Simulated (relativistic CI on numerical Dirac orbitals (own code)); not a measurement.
d5 in a ligand field

Computed with a parametric ligand-field model of a d^n configuration (Racah B and C, spin-orbit zeta, crystal field), exact diagonalisation.

Field parameters in Wybourne normalisation: D3d B²₀ = −7Dσ, B⁴₀ = −14Dq − 21Dτ, B⁴₃ = −14√(10/7) Dq; D4h B²₀ = −7Ds, B⁴₀ = 21(Dq − Dt), B⁴₄ = 21√(5/14) Dq; Td as Oh with Dq negative (B⁴₀ = 21Dq, B⁴₄ = √(5/14) B⁴₀). The field is a parameter set, without covalency.

Question: Ground term and bands for B = 1040, C = 4580, ζ = 0 cm⁻¹, D4h, 10Dq = 21350, Ds = 3000, Dt = 70 cm⁻¹?

Answer: Ground term 6A1 with 2.00 electrons in the two orbitals of the cubic e set. Spin-allowed: none. Lowest spin-forbidden: 2B2 10501 cm⁻¹ (952 nm), 4E 11745 cm⁻¹ (851 nm), 4A2 15613 cm⁻¹ (640 nm). A high-spin d5 ion has no spin-allowed d-d band, hence its pale colour.

Question: Ground term and bands for B = 390, C = 1610, ζ = 0 cm⁻¹, D4h, 10Dq = 17100, Ds = 2440, Dt = -310 cm⁻¹?

Answer: Ground term 2B2 with 0.02 electrons in the two orbitals of the cubic e set. Spin-allowed: 2E 8411 cm⁻¹ (1189 nm), 2A1 15689 cm⁻¹ (637 nm), 2B1 16824 cm⁻¹ (594 nm), 2E 18237 cm⁻¹ (548 nm). Lowest spin-forbidden: 4E 11902 cm⁻¹ (840 nm), 4A2 18687 cm⁻¹ (535 nm), 4E 18942 cm⁻¹ (528 nm).

Question: Ground term and bands for B = 400, C = 1790, ζ = 0 cm⁻¹, Td, 10Dq = -7400 cm⁻¹?

Answer: Ground term 6A1 with 2.00 electrons in the two orbitals of the cubic e set. Spin-allowed: none. Lowest spin-forbidden: 4T1 6956 cm⁻¹ (1438 nm), 2T2 7495 cm⁻¹ (1334 nm), 4T2 9506 cm⁻¹ (1052 nm). A high-spin d5 ion has no spin-allowed d-d band, hence its pale colour.

Question: Ground term and bands for B = 470, C = 2180, ζ = 0 cm⁻¹, D4h, 10Dq = 18000, Ds = -1500, Dt = 740 cm⁻¹?

Answer: Ground term 2E with 0.05 electrons in the two orbitals of the cubic e set. Spin-allowed: 2B2 7103 cm⁻¹ (1408 nm), 2A2 9639 cm⁻¹ (1037 nm), 2B1 10146 cm⁻¹ (986 nm), 2B2 10873 cm⁻¹ (920 nm). Lowest spin-forbidden: 4A2 2109 cm⁻¹, 6A1 2603 cm⁻¹, 4B2 3344 cm⁻¹ (2991 nm).

Question: Ground term and bands for B = 570, C = 2410, ζ = 0 cm⁻¹, D3d, 10Dq = 10700, Dσ = 1200, Dτ = 380 cm⁻¹?

Answer: Ground term 6A1 with 2.00 electrons in the two orbitals of the cubic e set. Spin-allowed: none. Lowest spin-forbidden: 2E 4463 cm⁻¹ (2241 nm), 4E 5038 cm⁻¹ (1985 nm), 4A2 9211 cm⁻¹ (1086 nm). A high-spin d5 ion has no spin-allowed d-d band, hence its pale colour.
